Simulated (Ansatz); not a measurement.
Two members of one family (Rs-LiBr), computed with Ansatz in the gas phase. Binding counts from free atoms in the multiplicity of their measured ground term, without zero-point energy. Sets without diffuse functions give affinities that are too small. A dash marks a value that wasn't run or was left out as unsound. The structures are stationary points that may keep the symmetry of their start. Remarks come from the PBE and PBE0 runs and from stability tests at other levels; not every state was tested. A HOMO above zero means that the electron is unbound at that level and held by the basis, or that self-interaction error raises the level; the energy of removing that electron tells which.

First: 2x2x4 LiBr rock-salt block, 2x2x4 (singlet, charge 0, PBE-D4/def2-SVP geometry).

```csv
atom,x (Å),y (Å),z (Å)
Li1,1.316,3.328,-1.522
Br2,-0.051,2.396,0.323
Li3,-1.126,0.504,1.652
Br4,-2.472,-0.703,3.436
Br5,3.477,2.161,-1.285
Li6,1.945,0.680,0.097
Br7,1.123,-0.844,1.968
Li8,-0.564,-2.240,3.129
Br9,0.261,2.396,-3.549
Li10,-0.670,0.872,-1.744
Br11,-2.302,-0.593,-0.443
Li12,-2.967,-2.064,1.438
Li13,2.214,0.975,-3.045
Br14,1.231,-0.958,-1.848
Li15,-0.147,-2.057,-0.004
Br16,-1.268,-3.853,1.398
```

```csv
level,HOMO (eV),LUMO (eV),gap (eV),vertical EA (eV),binding per atom (eV)
PBE-D4/def2-SVP,-6.79,-1.37,5.42,0.30,3.06
r2SCAN-D4/def2-SVP,-7.18,-0.76,6.42,–,3.10
```

Remarks: HOMO above zero (-1 doublet).

Second: 2x3x3 LiBr rock-salt block, 2x3x3 (singlet, charge 0, PBE-D4/def2-SVP geometry).

Cartesian coordinates in Å:
```
Li 1.1170 3.1367 -0.9227
Br 1.6638 1.2330 -2.4002
Li 2.1152 -1.1967 -2.4567
Br -1.2987 2.8514 -0.4819
Li -0.6416 0.2897 -1.2350
Br -0.1322 -2.2070 -2.2714
Li -2.9602 1.5770 0.8300
Br -3.0942 -0.5880 -0.3543
Li -1.9615 -2.7565 -0.7032
Br 2.3437 2.9414 1.1370
Li 2.7037 0.6120 0.0331
Br 3.4397 -1.8168 -0.5470
Li -0.0304 2.1055 1.8027
Br 0.5495 -0.2479 1.0577
Li 1.0455 -2.5635 0.1511
Br -2.1340 1.2287 3.0617
Li -1.6888 -1.0691 1.9210
Br -1.0365 -3.5302 1.3779
```

Problem. Estimate the same table for the second.

Solution. 
```csv
level,HOMO (eV),LUMO (eV),gap (eV),vertical EA (eV),binding per atom (eV)
PBE-D4/def2-SVP,-6.60,-1.42,5.18,0.31,3.07
r2SCAN-D4/def2-SVP,-6.96,-0.83,6.13,–,3.11
```

Remarks: HOMO above zero (-1 doublet).
